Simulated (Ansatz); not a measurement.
`CC(C)[O][Sn][F]`. The species carries charge 0 and has multiplicity 1. Sn: def2 effective core potential. All single points use the PBE0-D4/def2-TZVP geometry. It is one conformer, not always the lowest.

```xyz
13

C     0.971    1.058    0.379
C     0.022   -0.030   -0.084
C    -1.422    0.434   -0.073
O     0.149   -1.144    0.785
Sn    0.712   -2.970    0.360
F     1.002   -2.670   -1.547
H     0.735    1.354    1.404
H     2.004    0.705    0.352
H     0.895    1.939   -0.264
H     0.292   -0.325   -1.106
H    -2.084   -0.362   -0.420
H    -1.556    1.299   -0.727
H    -1.721    0.713    0.940
```

(1) What is the dipole moment at ωB97M-V/def2-TZVPP? (Best estimate.)

(2) And with PBE, r2SCAN, B3LYP? (Estimate.)

(3) Give the Mulliken charges with ωB97M-V, PBE, r2SCAN in def2-TZVPP. (Best estimate.)

Answers

(1) Ansatz gave: 1.78 D, with components (-0.05, -0.92, 1.52) D in this frame, pointing from negative to positive charge.

(2) The calculation gave: PBE 1.56 D, r2SCAN 1.58 D, B3LYP 1.77 D.

(3) Ansatz gave: 
```
atom  ωB97M-V    PBE  r2SCAN
  C1    -0.28  -0.23   -0.13
  C2     0.09   0.18    0.24
  C3    -0.28  -0.23   -0.13
  O4    -0.55  -0.47   -0.55
 Sn5     0.87   0.76    0.84
  F6    -0.51  -0.46   -0.51
  H7     0.10   0.07    0.04
  H8     0.09   0.07    0.03
  H9     0.09   0.07    0.04
 H10     0.08   0.04    0.01
 H11     0.09   0.07    0.03
 H12     0.09   0.07    0.04
 H13     0.10   0.07    0.04
```

B3LYP here is the variant with VWN-RPA as its local correlation; programs differ in this.
